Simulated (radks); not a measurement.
The numbers below are computed, except where a source is named.
Effect of the nuclear size on the europium ion Eu2+, [Xe] 4f7. Code: a radial shooting solver on a logarithmic mesh with Libxc functionals. Model: Dirac Kohn-Sham, exchange-only LDA, spin-unpolarised, spherical densities, finite nucleus; open shells fill j = l - 1/2 first; Fermi nuclear charge, rms radius 5.1115 fm. The rms radius is varied about that value; shifts are against it.

rms radius (fm)  total energy shift (eV)  density at nucleus (e/bohr^3)  1s1/2 shift (meV)  2s1/2 shift (meV)  4p1/2 shift (meV)  5s1/2 shift (meV)  5p1/2 shift (meV)  4f7/2 shift (meV)  6s1/2 (empty) shift (meV)
4.1045                             -6.72                      6.088e+05              -2770               -354              0.345              -2.89              0.085              0.303                     -0.426
4.8457                             -1.88                      5.844e+05               -777              -99.2              0.096             -0.808              0.024              0.085                     -0.119
5.1115                                 0                      5.768e+05              0.000              0.000              0.000              0.000              0.000              0.000                      0.000
5.3262                              1.57                       5.71e+05                650               83.0             -0.081              0.676             -0.020             -0.071                      0.100
5.638                               3.95                       5.63e+05               1630                208             -0.202               1.70             -0.050             -0.178                      0.250

Slopes of the eigenvalues against <r^2> in GHz/fm^2, as finite differences over the two radii next to the reference (eigenvalue slopes, not the field-shift constants of lines): 1s1/2 70600, 2s1/2 9010, 4p1/2 -8.76, 5s1/2 73.4, 5p1/2 -2.16, 4f7/2 -7.70, 6s1/2 (empty) 10.8.
